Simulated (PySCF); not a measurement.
Numbering as in the mapped SMILES `[CH2:1]=[CH:2][B:3]1[CH2:4][CH2:5][CH2:6][CH2:7][CH2:8]1`. Each H is labelled by its parent atom. Ha(C1) is cis to B3; Hb(C1) is trans to B3.

Geometry: PBE0-D3(BJ)/def2-SVP; GIAO shifts from PySCF 2.14.0 with density-fitted response routines, gas phase, non-relativistic, averaged over equivalent atoms.

At PBE0/pcSseg-1 (201 basis functions, 35 s wall time on 1 thread of an Arm Neoverse V2, shared host):
```
      atoms  δ (ppm)
         C2    150.1
         C1    147.7
         C6     30.4
      C5/C7     26.8
      C4/C8     26.3
         B3     74.3
      H(C2)     6.75
     Ha(C1)     6.66
     Hb(C1)     6.45
H(C5)/H(C7)     1.58
      H(C6)     1.53
H(C4)/H(C8)     1.24
```

Scale: ¹³C (σ = 184.41 ppm) and ¹H (σ = 31.27 ppm) vs TMS; BF3·OEt2 for ¹¹B (σ = 100.73 ppm) (reference shieldings calculated alike).

Predict the values at CAM-B3LYP/pcSseg-1 on the same geometry.

Results:


| atoms | δ at CAM-B3LYP/pcSseg-1 | change |
| --- | --- | --- |
| C2 | 152.7 | +2.6 |
| C1 | 150.0 | +2.3 |
| C6 | 30.6 | +0.2 |
| C5/C7 | 26.6 | -0.2 |
| C4/C8 | 25.9 | -0.4 |
| B3 | 77.4 | +3.1 |
| H(C2) | 6.64 | -0.11 |
| Ha(C1) | 6.58 | -0.08 |
| Hb(C1) | 6.38 | -0.07 |
| H(C5)/H(C7) | 1.54 | -0.04 |
| H(C6) | 1.50 | -0.03 |
| H(C4)/H(C8) | 1.18 | -0.06 |

References, each an isolated molecule treated in the same way: TMS for ¹³C (182.45 ppm) and ¹H (31.33 ppm); ¹¹B (99.35 ppm) against BF3·OEt2.

The largest change is at B3 (boron bonded to 3 C, in a 6-membered ring). Cost: 201 basis functions, 36 s wall time on 1 thread of an Arm Neoverse V2, shared host. The order of the carbon signals is the same at both levels.

A carbon bonded to boron is broadened by the quadrupolar boron nucleus and is often missing from a measured spectrum.
